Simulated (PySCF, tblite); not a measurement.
Species: C6H11NO2Si.
Structure used (GFN2-xTB), in Å, numbered top down from 1:
```
atom  x, y, z in Å
C1     3.8848   -0.4617    0.1716
O2     2.4966   -0.3885    0.3170
Si3    1.4978    0.7021   -0.3149
O4     1.7178    0.7661   -1.9236
N5    -0.0752    0.0872    0.1005
C6    -0.3970   -0.8023    1.0887
C7    -1.7482   -0.9413    1.1534
C8    -2.3082   -0.0887    0.1642
C9    -3.7601    0.0900   -0.1250
C10   -1.2545    0.5209   -0.4491
H11    4.1702   -0.3706   -0.8771
H12    4.2103   -1.4282    0.5570
H13    4.3683    0.3369    0.7386
H14    1.6785    2.0388    0.2516
H15    1.0736    1.1587   -2.5047
H16    0.3804   -1.2687    1.6584
H17   -2.2967   -1.5766    1.8214
H18   -3.9005    0.7396   -0.9856
H19   -4.2681    0.5325    0.7319
H20   -4.2288   -0.8714   -0.3309
H21   -1.2497    1.2421   -1.2440
```

Computed with PBE0/pcSseg-1 in PySCF (dipole) on a GFN2-xTB geometry, gas phase.

Take the most abundant isotopes and a rigid rotor. The values belong to one conformer with, in the numbering `[CH3:1][O:2][Si@@H:3]([OH:4])[n:5]1[cH:6][cH:7][c:8]([CH3:9])[cH:10]1`, C1–O2–Si3–O4 54°, O2–Si3–O4–H 163°, O2–Si3–N5–C6 20°.

**Question.** What are A, B and C (MHz)?

**Answer.** Ia = 171.36, Ib = 812.62, Ic = 950.58 u·Å²; 505379 MHz·u·Å²/I gives A = 2949, B = 621.9, C = 531.7 MHz.

**Question.** Classify the top.

**Answer.** A near-prolate asymmetric top; Ray's κ = -0.925.

**Question.** What does the inertial defect say?

**Answer.** Not planar: Δ = Ic − Ia − Ib = -33.40 u·Å². For a rigid frame Δ = −2 Σ m c², so Σ m c² = 16.70 u·Å² lies off the ab plane: 7.11 from hydrogen and 9.59 from heavier atoms. The atom farthest from that plane is 1.83 Å away.

**Question.** Which lines would a microwave search look for?

**Answer.** The dipole components are |μa| = 1.38 D, |μb| = 1.33 D, |μc| = 0.41 D. The squared components, which scale the intensities, stand as 1.00 : 0.93 : 0.09 (a : b : c). Some lines, for components of 0.1 D or more:

| type | branch | J(Ka,Kc) | MHz | lower level (cm⁻¹) |
| --- | --- | --- | --- | --- |
| a | R | 1(0,1) ← 0(0,0) | 1154 | 0.000 |
| c | Q | 2(1,2) ← 2(0,2) | 2240 | 0.115 |
| b | Q | 1(1,0) ← 1(0,1) | 2418 | 0.038 |
| b | R | 4(0,4) ← 3(1,3) | 2476 | 0.301 |
| a | R | 3(2,2) ← 2(2,1) | 3461 | 0.432 |
| b | R | 2(1,2) ← 1(0,1) | 4544 | 0.038 |
| a | R | 4(0,4) ← 3(0,3) | 4589 | 0.230 |
| a | R | 4(3,2) ← 3(3,1) | 4619 | 0.943 |
| a | R | 4(1,3) ← 3(1,2) | 4789 | 0.319 |
| b | R | 3(1,3) ← 2(0,2) | 5563 | 0.115 |
| c | R | 3(1,2) ← 2(0,2) | 6105 | 0.115 |
| c | Q | 4(2,3) ← 4(1,3) | 6671 | 0.479 |
| b | Q | 4(2,2) ← 4(1,3) | 6709 | 0.479 |
| c | Q | 3(2,2) ← 3(1,2) | 6848 | 0.319 |
| b | Q | 2(2,1) ← 2(1,2) | 7253 | 0.190 |
| b | Q | 4(2,3) ← 4(1,4) | 7573 | 0.449 |
| c | R | 2(2,1) ← 1(1,1) | 9470 | 0.116 |
| c | Q | 4(3,2) ← 4(2,2) | 11832 | 0.703 |
| c | Q | 3(3,1) ← 3(2,1) | 11851 | 0.548 |
| b | Q | 4(3,2) ← 4(2,3) | 11871 | 0.701 |
| c | R | 3(3,1) ← 2(2,1) | 15325 | 0.432 |
| b | R | 4(3,1) ← 3(2,2) | 16483 | 0.547 |
| c | Q | 4(4,1) ← 4(3,1) | 16602 | 1.097 |
| b | R | 4(4,1) ← 3(3,0) | 21222 | 0.943 |

Its GFN2-xTB frequencies are all real (lowest 26 cm⁻¹). These are rigid-rotor constants of the computed structure; measured ground-state constants (B0) also hold zero-point vibration. A rigid rotor knows nothing of internal rotation, which can split or shift real lines. Quadrupole hyperfine structure (14N) is left out.
